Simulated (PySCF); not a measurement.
Work out the structure from these simulated measurements.

Formula: C2H10NPSi2.

- NMR, other nuclei: isotropic shieldings of nuclei other than C and H, by class: 240 (1 N), 389 (1 Si), 392 (1 Si), 580 (1 P) ppm [GIAO KT3/pcSseg-1]
- Valence photoelectron: vertical ionisation energy: 9.06 eV [ΔSCF wB97X-D/def2-SVPD]
- 1H NMR: chemical shifts (computed TMS as zero) by class: 6.11 (1 H), 6.10 (1 H), 5.98 (1 H), 5.27 (2 H), 4.75 (2 H), 1.57 (2 H), -0.60 (1 H) ppm [GIAO KT3/pcSseg-1]
- UV, strongest line: among the 10 lowest singlet transitions: S6 at 7.07 eV (175 nm, f = 0.352) [TDDFT wB97X-D/def2-SVPD]
- 13C NMR: chemical shifts (computed TMS as zero) by class: 132.0 (1 C), 131.5 (1 C) ppm [GIAO KT3/pcSseg-1]
- Rotational structure: rotational constants A, B, C: 4.007, 0.683, 0.609 GHz [PBE0-D3(BJ)/def2-SVP]
- UV, first state: lowest singlet excitation: 6.01 eV (206 nm, f = 0.016) [TDDFT wB97X-D/def2-SVPD]
- Triplet: lowest triplet excitation (Tamm–Dancoff): 4.35 eV [TDA wB97X-D/def2-SVPD]

Gas-phase values; electronic properties from PySCF, density fitting. Levels stand in brackets. Isolated species at its PBE0-D3(BJ)/def2-SVP geometry (one conformer only). Each NMR value is the plain mean over a class of atoms that symmetry, rotation or inversion makes alike.

Question: Propose a structure and show how it fits.

Answer: Numbering: `[CH2:1]=[CH:2][SiH2:3][NH:4][SiH2:5][PH2:6]`. 2 carbons fall into 2 classes; from least to most shielded: terminal =CH2 carbon [C1] (132.0 ppm), alkene CH carbon [C2] (131.5 ppm). Hydrogen classes from least to most shielded: 1 H on an alkene CH carbon, C2 (6.11 ppm), 1 H on a terminal =CH2 carbon, C1 (6.10 ppm), 1 H on a terminal =CH2 carbon, C1 (5.98 ppm), 2 H on an SiH2 silicon, Si5 (5.27 ppm), 2 H on an SiH2 silicon, Si3 (4.75 ppm), 2 H on a three-coordinate phosphorus, P6 (1.57 ppm), 1 H on a nitrogen bridging silicon atoms, N4 (-0.60 ppm). The other shieldings belong to: 240 ppm, nitrogen bridging silicon atoms [N4]; 389 ppm, SiH2 silicon [Si5]; 392 ppm, SiH2 silicon [Si3]; 580 ppm, three-coordinate phosphorus [P6]. The first electron is taken from the HOMO, whose largest Löwdin shares are 0.38 on the three-coordinate phosphorus, 0.24 on the nitrogen bridging silicon atoms, 0.14 on an SiH2 silicon and 0.04 on an SiH2 silicon. The optimised geometry has point group C1 and is an asymmetric top. Structure: `C=C[SiH2]N[SiH2]P`. Computed isomers that give other values at the same levels: `P[Si@@H]1CC[SiH2]N1` (lowest singlet excitation: 6.27 eV (198 nm, f = 0.004)). The assignments are read from this structure; whether some other isomer fits the data as well wasn't checked.

The values belong to the conformer `[CH2:1]=[CH:2][SiH2:3][NH:4][SiH2:5][PH2:6]`: C1–C2–Si3–N4 -121°, C2–Si3–N4–Si5 -129°, Si3–N4–Si5–P6 127°, H–P6–Si5–N4 -177°, H–P6–Si5–N4 -82°.
